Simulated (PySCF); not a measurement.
**The potential of point charges around `CC#C[Si@@H](F)[C@H](C)CO`**

Species: `OC[C@@H](C)[Si@H](F)C#CC`. Coordinates (GFN2-xTB, Å) and charges (e) from the PBE0/pcSseg-1 density (PySCF):

```csv
atom,x,y,z,Mulliken,IAO,Hirshfeld,ESP-fitted
C1,3.793,1.592,-0.219,-0.1603,-0.4412,-0.0904,-0.6140
C2,2.666,0.694,-0.286,-0.1020,+0.0249,-0.0109,+0.3862
C3,1.727,-0.061,-0.341,-0.4390,-0.4051,-0.1836,-0.6625
Si4,0.287,-1.195,-0.468,+1.0530,+1.2122,+0.4335,+0.9184
F5,0.673,-2.581,0.287,-0.4279,-0.5432,-0.2135,-0.3547
C6,-1.203,-0.490,0.497,-0.6420,-0.4114,-0.1186,-0.1723
C7,-2.415,-1.421,0.434,-0.2470,-0.4176,-0.1191,-0.3354
C8,-1.541,0.894,-0.056,+0.0948,-0.0448,-0.0026,+0.1209
O9,-1.602,0.904,-1.466,-0.4487,-0.5446,-0.2170,-0.6128
H10,4.274,1.517,0.756,+0.1562,+0.1778,+0.0659,+0.1955
H11,4.516,1.335,-0.992,+0.1569,+0.1783,+0.0661,+0.2001
H12,3.459,2.618,-0.372,+0.1560,+0.1778,+0.0660,+0.2028
H13,-0.011,-1.620,-1.828,-0.1183,-0.1412,-0.0749,-0.1455
H14,-0.933,-0.363,1.550,+0.1500,+0.1496,+0.0450,+0.0780
H15,-2.729,-1.598,-0.594,+0.0953,+0.1239,+0.0357,+0.0678
H16,-3.258,-0.996,0.981,+0.1198,+0.1389,+0.0407,+0.1108
H17,-2.173,-2.385,0.876,+0.1373,+0.1535,+0.0460,+0.1044
H18,-0.749,1.602,0.198,+0.1323,+0.1515,+0.0400,+0.0659
H19,-2.486,1.264,0.370,+0.1060,+0.1158,+0.0331,+0.0394
H20,-2.301,0.301,-1.739,+0.2275,+0.3449,+0.1586,+0.4072
```

Points outside the species (Å): A (-5.6, 0.7, 0.5); B (-0.6, -3.0, 5.3); C (4.9, -7.3, -3.1); D (-0.3, -5.8, -7.4); E (-3.5, 4.6, 4.3).

Q: Find the potential V = 14.3996 V·Å × Σ q/r of each set of charges at these points.

A: In volts:

| point | nearest atom | distance (Å) | Mulliken | IAO | Hirshfeld | ESP-fitted |
| --- | --- | --- | --- | --- | --- | --- |
| A | H16 | 2.93 | +0.130 | +0.224 | +0.088 | +0.223 |
| B | H14 | 4.60 | -0.204 | -0.133 | -0.079 | -0.070 |
| C | F5 | 7.18 | -0.124 | -0.116 | -0.069 | -0.105 |
| D | H13 | 6.97 | -0.069 | -0.023 | -0.034 | -0.047 |
| E | H19 | 5.25 | +0.058 | +0.090 | +0.029 | +0.071 |

Q: How far are the other sets from the ESP-fitted one at these points?

A: Root-mean-square difference: IAO 0.032 V, Hirshfeld 0.066 V, Mulliken 0.074 V. The ESP scheme is a least-squares fit of atom-centred charges to the potential on four shells outside the van der Waals surface, with the total charge fixed.

Q: What energy would a point charge of -2 e have at A in the field of the ESP charges, leaving out polarisation?

A: -0.446 eV = -43.0 kJ/mol, an attraction.

Isolated species at its GFN2-xTB geometry (one conformer only).

These values come from a run that also computed NMR shieldings. Hardware: Arm Neoverse N1, one thread, shared host with 64 logical CPUs at a one-minute load of 61. Cost: 83 s, 1.0 GiB resident at most.

The values belong to the conformer `[CH3:1][C:2]#[C:3][Si@@H:4]([F:5])[C@H:6]([CH3:7])[CH2:8][OH:9]`: C3–Si4–C6–C7 -179°, Si4–C6–C8–O9 48°, H–O9–C8–C6 61°.
